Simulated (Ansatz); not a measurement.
Hf2P2, relaxed as a quintet with UKS PBE-D4/def2-SVP in Ansatz, starting from the PBE-D4/def2-SVP geometry of the neutral singlet. Force threshold 0.02 eV/Å.

In the def2 sets Hf takes a core potential; there is no spin–orbit coupling. At PBE-D4/def2-SVP a singlet of charge 0 lies 1.49 eV below the quintet, each at its own geometry. That singlet is doubtful there (restricted singlet, unstable towards broken spin symmetry at other levels and untested here). The structure comes from a short search, and lower isomers may exist.

Start:

```xyz
4

Hf   -0.009    0.792    1.194
Hf   -0.186   -1.334   -0.490
P     1.832   -0.054   -0.124
P    -1.638    0.596   -0.581
```

```tsv
step	energy (eV)	largest force component (eV/Å)	SCF passes
1	-21175.1162	1.700	42
2	-21175.1755	1.089	45
3	-21175.2782	0.533	47
4	-21175.3053	0.040	42
5 (rejected)	-21175.3041	0.061	39
6	-21175.3060	0.005	41
```

Force components are those of the run's own axes.

End:

```xyz
4

Hf   -0.0107    0.8415    1.2799
Hf   -0.1994   -1.4278   -0.5177
P     1.7901   -0.0227   -0.1593
P    -1.5799    0.6089   -0.6029
```

By distances, no bond broke or formed. The bond that changes most is Hf2–P4, from 2.42 to 2.46 Å (atoms count from 1).

No frequencies were taken in this run, so the end may be a saddle point.

It took 31 s on 4 threads of Arm Neoverse N1 on a shared host.
